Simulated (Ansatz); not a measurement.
Geometry optimisation, RKS PBE0/6-31G* (Ansatz).

Input file:

```yaml
crystal:
  periodic: [false, false, false]
  atoms:
    - { symbol: O, position_ang: [-1.87041, 1.58554, -0.2144] }
    - { symbol: Al, position_ang: [-0.44552, 1.60199, 0.61109] }
    - { symbol: B, position_ang: [1.04002, 0.18454, 0.2604] }
    - { symbol: Si, position_ang: [0.63127, -1.62189, -0.39759] }
    - { symbol: H, position_ang: [-2.71396, 1.61978, -0.64428] }
    - { symbol: H, position_ang: [-0.34523, 2.77948, 1.62744] }
    - { symbol: H, position_ang: [2.17863, 0.42463, 0.4517] }
    - { symbol: H, position_ang: [1.72142, -2.10805, -1.26926] }
    - { symbol: H, position_ang: [-0.58669, -1.74662, -1.22098] }
    - { symbol: H, position_ang: [0.47336, -2.67509, 0.62271] }
basis:
  gaussian: { orbitals: "6-31G*" }
hamiltonian:
  xc: pbe0
relax:
  f_tol: 0.015
  max_steps: 40
output:
  orbitals: {}
```

Run as:

```bash
$ ansatz run input.yaml --threads 1 --pin off --max-ram 2048MiB --backend cpu --events-out ev --progress --plain --runs-dir out
```

Q: Where does it end, and by what steps?

A: It converged. After 21 steps the energy has fallen by 0.455 eV; H6 moved furthest, 1.42 Å.

| step | energy less start (eV) | largest force component (eV/Å) | accepted |
| --- | --- | --- | --- |
| 0 | 0.0000 | 0.750 | yes |
| 1 | -0.1332 | 0.364 | yes |
| 2 | -0.1521 | 0.127 | yes |
| 3 | -0.1567 | 0.094 | yes |
| 4 | -0.1782 | 0.131 | yes |
| 5 | -0.1869 | 0.208 | yes |
| 6 | -0.2047 | 0.338 | yes |
| 7 | -0.2284 | 0.463 | yes |
| 8 | -0.2560 | 0.568 | yes |
| 9 | -0.3016 | 0.973 | yes |
| 10 | -0.3541 | 1.882 | yes |
| 11 | -0.4125 | 1.068 | yes |
| 12 | -0.3672 | 0.822 | no |
| 13 | -0.4469 | 0.139 | yes |
| 14 | -0.4520 | 0.064 | yes |
| 15 | -0.4531 | 0.084 | yes |
| 16 | -0.4535 | 0.034 | yes |
| 17 | -0.4540 | 0.019 | yes |
| 18 | -0.4543 | 0.026 | yes |
| 19 | -0.4545 | 0.043 | yes |
| 20 | -0.4546 | 0.024 | yes |
| 21 | -0.4546 | 0.011 | yes |

```xyz
10
Properties=species:S:1:pos:R:3
O -1.623 2.182 -0.703
Al -0.694 1.425 0.528
B 0.918 0.202 -0.113
Si 0.767 -1.795 -0.321
H -2.386 2.719 -0.467
H -1.115 1.665 2.056
H 2.015 0.668 -0.274
H 1.742 -2.428 -1.256
H -0.600 -2.276 -0.680
H 1.059 -2.317 1.056
```

Whether the end is a true minimum wasn't checked by a vibrational analysis.

Time of the run: 97 s on 1 CPU thread of a shared host.
